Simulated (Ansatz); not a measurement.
Calculated with Ansatz (gas phase, PBE0-D4/def2-TZVP geometries, no zero-point term in ΔE). CCSD(T)/CBS adds triple-zeta CCSD(T) − MP2 to the extrapolated MP2 energy (def2 sets, frozen cores). DFT in def2-TZVPP. For Mg outer-core shells are correlated without core-valence functions, which leaves a few kJ/mol of doubt a bond. One conformer a species, not always the lowest.

Consider the redistribution: `C[CH2][Mg][CH3]` + `OB1CC1Cl` → `C[CH2][Mg][Cl]` + `CC1CB1O`.

```
          species  LDA (SPW92) energy (Eh)
`C[CH2][Mg][CH3]`               -317.12609
       `OB1CC1Cl`               -635.95135
 `C[CH2][Mg][Cl]`               -736.40633
        `CC1CB1O`               -216.75920
```

Task: Work out ΔE.

Result: ΔE = (-736.40633) + (-216.75920) − (-317.12609) − (-635.95135) = -0.08809 Eh = -231.3 kJ/mol. CCSD(T)/CBS gives -244.1 kJ/mol.

Largest T1 diagnostic among the species: 0.012.

At CCSD(T), def2-SVP lies −25.2 kJ/mol from the extrapolated value and def2-TZVPP −1.2 kJ/mol. In def2-TZVPP, CCSD(T) changes the Hartree–Fock value by +27.3 kJ/mol (the triples alone add +4.9 kJ/mol) and MP2 by +23.2 kJ/mol. From r2SCAN to r2SCAN0 (25 % exact exchange), in def2-TZVPP and without D4, ΔE moves by −6.7 kJ/mol.
